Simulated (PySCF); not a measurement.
Compound: C7H6.
Structure used (PBE0-D3(BJ)/def2-SVP), in Å, numbered top down from 1:
```xyz
13
C7H6 angstrom
C     -3.6147    0.7388   -0.3486
C     -2.8065   -0.3328   -0.4054
C     -1.3925   -0.2795   -0.3317
C     -0.1707   -0.2623   -0.2700
C      1.1944   -0.2357   -0.1991
C      2.4124   -0.2102   -0.1359
C      3.8592   -0.1809   -0.0614
H     -4.6987    0.6233   -0.4117
H     -3.2140    1.7492   -0.2386
H     -3.2458   -1.3321   -0.5158
H      4.2600   -1.1568    0.2552
H      4.2037    0.5761    0.6608
H      4.3011    0.0632   -1.0405
```

Method used: PySCF 2.14.0, density-fitted response routines, TDDFT PBE0/def2-SVPD, vertical, gas phase, core orbitals frozen in the response.

Kohn–Sham orbitals with the atoms that hold most of them (Löwdin shares over 4%, at most four atoms; ? is withheld):

```tsv
orbital	ε (eV)	atoms
HOMO-3	-9.55	C4 29%, C5 28%, C3 16%, C6 14%
HOMO-2	-8.66	C2 21%, C5 21%, C1 17%, C6 15%
HOMO-1	-6.94	?
HOMO	-6.54	?
LUMO	?	C1 25%, C2 17%, C4 14%, C3 13%
LUMO+1	-0.43	C3 20%, C6 20%, C4 18%, C5 16%
LUMO+2	0.69	C7 35%, C6 18%, H12 10%, H13 10%
```

Give the leading atoms of the HOMO-1.

C6 (bonded to 2 C) 24%; C3 (bonded to 2 C) 23%; C5 (bonded to 2 C) 20%; C4 (bonded to 2 C) 18%.

Give the leading atoms of the HOMO.

C3 (bonded to 2 C) 18%; C6 (bonded to 2 C) 17%; C4 (bonded to 2 C) 17%; C1 (bonded to C and 2 H) 16%.

What is the LUMO energy, and the HOMO–LUMO gap?

ε(LUMO) = -1.44 eV; the gap is 5.11 eV (0.1877 hartree).

How does S1 compare with the orbital gap of 5.11 eV?

S1 is at 3.98 eV (f = 0.0001), 1.13 eV below the gap, made of HOMO-1→LUMO (96%). Its leading pair isn't HOMO and LUMO; the energies of that pair differ by 5.50 eV. 

One configuration dominates each of S1, S2 and S3. Which, and how do the shares of the two leading atoms of either orbital change from the occupied to the empty one?

- S1 (3.98 eV, f 0.0001), HOMO-1→LUMO (96%): C6 24% → at most 13%, C3 23% → 13%, C1 at most 16% → 25%, C2 at most 16% → 17%
- S2 (4.32 eV, f 0.188), HOMO→LUMO (71%): C3 18% → 13%, C6 17% → at most 13%, C1 16% → 25%, C2 at most 17% → 17%
- S3 (4.49 eV, f 0.0003), HOMO→LUMO+1 (96%): C3 18% → 20%, C6 17% → 20%

On one thread of an Intel Xeon Platinum 8375C at 2.90 GHz, no GPU, on a shared host, this took 34 s of wall time and 0.83 GiB of memory at its peak.
